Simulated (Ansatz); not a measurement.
Program: Ansatz. Geometries: PBE0-D4/def2-TZVP. ΔE: electronic, gas phase. CCSD(T)/CBS adds triple-zeta CCSD(T) − MP2 to the extrapolated MP2 energy (def2 sets, frozen cores). Functionals use def2-TZVPP. def2 core potentials past Kr. For Br, In outer-core shells are correlated without core-valence functions, which leaves a few kJ/mol of doubt a bond. Scalar relativity is left out up to krypton. Each species was taken in one conformer, which may not be the lowest.

Consider the redistribution: `CN(C)[Si]Br` + `C[N](C)[In]([NH2])[OH]` → `CN(C)[Si]N(C)C` + `[NH2][In]([OH])[Br]`.

```
             level  ΔE (eV)
         revPBE-D4    -0.85
          PBE-QIDH    -0.89
    MP2/def2-TZVPP    -0.82
SCS-MP2/def2-TZVPP    -0.83
   CCSD/def2-TZVPP    -0.86
CCSD(T)/def2-TZVPP    -0.84
     HF/def2-QZVPP    -1.04
      HF/CBS(def2)    -1.04
```

**Question.** What does CCSD(T)/CBS give? (An estimate is asked.)

**Answer.** Computed: -0.79 eV. The listed levels differ from it by -0.06, -0.10, -0.03, -0.04, -0.07, -0.05, -0.25, -0.25 eV.

Largest T1 diagnostic among the species: 0.015.

The D4 term adds −0.04 eV with B3LYP and −0.02 eV with PBE0; it sums over pairs of atoms, weighted by their polarisabilities, and B3LYP, whose exchange is more repulsive, gets the larger term. In def2-TZVPP, CCSD(T) changes the Hartree–Fock value by +0.20 eV (the triples alone add +0.02 eV) and MP2 by +0.22 eV. From PBE to PBE0 (25 % exact exchange), in def2-TZVPP and without D4, ΔE moves by −0.08 eV.

B3LYP here is the variant with VWN-RPA as its local correlation; programs differ in this.
